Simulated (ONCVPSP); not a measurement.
## Which setting gave this result? (technetium (Tc), ONCV)

Base potential:

Tc (Z = 43), optimised norm-conserving Vanderbilt (ONCV), made with ONCVPSP 4.0.1 (PBEsol, scalar-relativistic). Core [Ar] 3d10 4s2, reference 4p6 4d6 5s1. Waves: 5s: rc 2.90 bohr, ncon 3, nbas 6, qcut 1.8 1/bohr, 2 projectors, debl 2.7 Ha; 4p: rc 1.45 bohr, ncon 5, nbas 9, qcut 8.5 1/bohr, 3 projectors, debl 3.8 Ha; 4d: rc 1.40 bohr, ncon 4, nbas 7, qcut 6.4 1/bohr, 1 projector. Local part: polynomial inside 1.15 bohr (lpopt 3, dvloc0 2 Ha). Core correction: Teter function, fcfact 2.5, rcfact 1.35.

Cutoffs, loose and tight: the cutoffs (Ha) at which the residual kinetic energy of the hardest occupied pseudo-wave falls to 1 and 0.1 mHa per electron. They do not see the model core or the augmentation charge, which bear on the density cutoff. Test errors are all-electron minus pseudo excitation energies from the reference, over the configurations 4p6 4d5 5s2; 4p6 4d5 5s1; 4p6 4d5 5s0; 4p6 4d3 5s0; variants that change the core or the reference have their own tests.

Only the scale of all radii but the core radius (base = 1) is moved:

| scale of all radii but the core radius (base = 1) | cutoff, loose | cutoff, tight | bound ghosts | largest test error (meV) |
| --- | --- | --- | --- | --- |
| 0.81 | 42 Ha | 121 Ha | s, p | -21 over the solved tests; 1 of 4 tests not solved or not reliable |
| 0.9 | 32 Ha | 92 Ha | s | -10 over the solved tests; 1 of 4 tests not solved or not reliable |
| 0.98 | 30 Ha | 74 Ha | s | -16 over the solved tests; 1 of 4 tests not solved or not reliable |
| 1.14 | 25 Ha | 55 Ha | none | -79 over the solved tests; 1 of 4 tests not solved or not reliable |
| 1.24 | 21 Ha | 41 Ha | none | +63 over the solved tests; 2 of 4 tests not solved or not reliable |
| 1.31 | 18 Ha | 28 Ha | none | +66 over the solved tests; 2 of 4 tests not solved or not reliable |

Task: One more run gave cutoff, loose: 27 Ha; cutoff, tight: 65 Ha; bound ghosts: none; largest test error (meV): 3 of 4 tests not solved or not reliable. Which value of the scale of all radii but the core radius (base = 1) was used?

Result: 1.06. The loose cutoff moves one way along this sweep, from 42 Ha at 0.81 to 18 Ha at 1.31, which places the run between 0.98 and 1.14.
